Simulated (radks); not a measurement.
Q: The mean radii <r> (bohr) of the occupied orbitals of an atom or ion are listed with their occupations. Method: Dirac Kohn-Sham, LB94 model potential, spin-unpolarised, spherical densities, finite nucleus; Fermi nuclear charge, rms radius of each element as measured or else 0.836 A^(1/3) + 0.57 fm; computed with a radial shooting solver on a logarithmic mesh with Libxc functionals.

orbital  occ.      <r>
1s1/2       2  0.03168
2s1/2       2   0.1304
2p1/2       1   0.1090

Name the element and its charge. Open shells, if any, fill j = l - 1/2 first.

A: Z = 46, palladium, charge +41: Pd41+ in [He] 2s2 2p1. The 1s radius gives Z: for a bare nucleus <r> = (2 gamma + 1)/(2Z) with gamma = sqrt(1 - (Z/c)^2), 0.03135 bohr for Z = 46, and screening makes it slightly larger (0.03168 here). The occupations add up to 5, and the charge is Z minus that.
